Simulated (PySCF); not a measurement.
CsI, SMILES [I][Cs] (connectivity only; charge and spin as stated), charge +1, multiplicity 2.

The structure is a stationary point at r2SCAN-D4/def2-TZVPD. The multiplicity is an assumed one; other spin states were not compared. The def2 effective core potentials stand for the cores of Cs, I; spin–orbit coupling is left out.

Two levels are set side by side: PBE/def2-TZVPD (PySCF) and CAM-B3LYP/def2-TZVPD (PySCF). Same geometry, gas phase. Differences are taken from unrounded values.

| quantity | PBE |
|---|---|
| α-spin orbital gap (eV) | 5.32 |
| β-spin orbital gap (eV) | 0.13 |

Q: These are the PBE values. What does CAM-B3LYP give? (Estimate from the structure and the level; the computed values follow.)

A: 
```
quantity                 CAM-B3LYP  PBE minus CAM-B3LYP
-----------------------  ---------  -------------------
α-spin orbital gap (eV)       8.81                -3.49
β-spin orbital gap (eV)       4.77                -4.64
```

Rough cost on one machine, each run with all the roots and properties that it gave: CAM-B3LYP against PBE within a factor of 2.
